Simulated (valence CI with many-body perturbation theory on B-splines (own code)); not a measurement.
Sensitivity of CI+MBPT for Lu³⁹⁺

Calculated by valence CI with perturbative core correlation (CI+MBPT): four valence electrons over a frozen Dirac-Fock core [Ar] 3d10, a basis of 6 s, 6 p, 5 d, 3 f, 1 g functions for each j, with the one-electron correlation potential Σ1 (screened to all orders), the two-electron term Σ2, the three-electron term Σ3, Breit, model QED; selected single and double excitations, second order for the rest, scaled by the run's own slope (own B-spline code, finite nucleus).

No measured spectrum was set against this ion. As an estimate, large intervals hold to a few tenths of a per cent, small ones and those within an open d or f shell to about a per cent.

The reference run has the lowest level (4s^2 4p1/2^2) J=0 and an ionisation energy of 1877.01 eV. Its largest variational space holds 9997 state functions.

Levels are named by their leading jj configuration (3d3/2^4 stands for four electrons in 3d with j = 3/2), which in mixed levels can hold well under half, so a name can repeat and another be missing. Letters in brackets count levels of one name in rising energy.

Changed runs:
A. QED terms on → off; scale of Σ1 1 → 0
B. factor on the speed of light 1 → 100; QED terms on → off
C. shift of the energy in Σ1 (hartree) 0 → -15.408
D. scale of Σ1 1 → 0 (bad on purpose)

Excitation energies of the reference run in cm⁻¹, and shifts in cm⁻¹:

| Level | Reference | A | B | C | D |
| --- | --- | --- | --- | --- | --- |
| (4s^2 4p1/2 4p3/2) J=1 | 585276 | -2635 | -585258 | -163 | -1844 |
| (4s^2 4p1/2 4p3/2) J=2 | 617874 | -2643 |  | -165 | -1854 |
| (4s^2 4p3/2^2) J=2 | 1227710 | -5237 |  | -329 | -3701 |
| (4s^2 4p3/2^2) J=0 | 1298510 | -5238 | -1175518 | -331 | -3714 |
| (4s 4p1/2^2 4p3/2) J=2 | 1299220 | +6488 |  | -72 | -1066 |
| (4s 4p1/2^2 4p3/2) J=1 | 1410650 | +6305 | -783682 | -76 | -1069 |
| (4s^2 4p1/2 4d3/2) J=2 | 1734740 | +698 |  | -38 | -197 |
| (4s 4p1/2 4p3/2^2) J=2 [a] | 1827610 | +3001 |  | -207 | -2437 |
| (4s^2 4p1/2 4d3/2) J=1 | 1869780 | +1043 |  | -54 | -387 |
| (4s 4p1/2 4p3/2^2) J=3 | 1882810 | +2084 | -1255838 | -191 | -2084 |
| (4s^2 4p1/2 4d5/2) J=2 | 1975300 | +750 |  | -156 | -1404 |
| (4s 4p1/2 4p3/2^2) J=0 | 1977500 | +3770 | -1288661 | -235 | -2869 |
| Ionisation energy (eV) | 1877.01 | -1.80 | -90.45 | -0.26 | -1.79 |

A blank means that the level has no clear partner in that run.
